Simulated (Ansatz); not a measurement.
System: InCl3, charge 0, multiplicity 1. 
Structure (B3LYP-D3(BJ)/def2-TZVP (Ansatz, an electronic-structure program) minimum search):
SMILES: [Cl][In]([Cl])[Cl]
```xyz
4

Cl    -0.6563     2.2193     0.0261
In     0.0000     0.0000     0.0000
Cl    -1.5936    -1.6784     0.0227
Cl     2.2498    -0.5410    -0.0488
```
Charge 0, spin multiplicity 1.

Quantity: vertical electron affinity (to the doublet state of charge -1; a negative value means that the extra electron is unbound and the number depends on the basis; each state is the SCF solution reached for its spin; the molecule has degenerate orbitals, so one determinant may break the symmetry; for the doublet the Hartree-Fock reference is unstable and T1 is 0.009), in eV. Valence correlation only, unless marked. Open shells are spin-unrestricted. Spin-orbit coupling is left out. Frozen are the shells of the preceding noble gas and the d and f shells that filled before the atom's block. Past Kr the def2 sets carry scalar-relativistic core potentials. Anions need diffuse functions: def2-D sets add few. 

```tsv
level	program	vertical electron affinity (eV)
HF/def2-SVPD	Ansatz	0.51
SVWN5/def2-TZVPD	Ansatz	1.77
PBE/def2-TZVPD	Ansatz	1.52
r2SCAN/def2-TZVPD	Ansatz	1.44
B3LYP/def2-TZVPD	Ansatz	1.55
PBE0/def2-TZVPD	Ansatz	1.44
BHLYP/def2-TZVPD	Ansatz	1.31
CAM-B3LYP/def2-TZVPD	Ansatz	1.50
wB97M-V/def2-TZVPD	Ansatz	1.32
wB97X-V/def2-TZVPD	Ansatz	1.26
wB97X/def2-TZVPD	Ansatz	1.31
B2PLYP/def2-TZVPD	Ansatz	1.29
MP2/def2-SVPD	Ansatz	1.02
SCS-MP2/def2-SVPD	Ansatz	0.90
CCSD/def2-SVPD	Ansatz	0.98
CCSD/def2-TZVPPD	Ansatz	0.95
CCSD/def2-QZVPPD	Ansatz	0.99
CCSD(T)/def2-SVPD	Ansatz	1.02
CCSD(T)/def2-TZVPPD	Ansatz	1.01
CCSD(T)/def2-QZVPPD	Ansatz	1.06
```
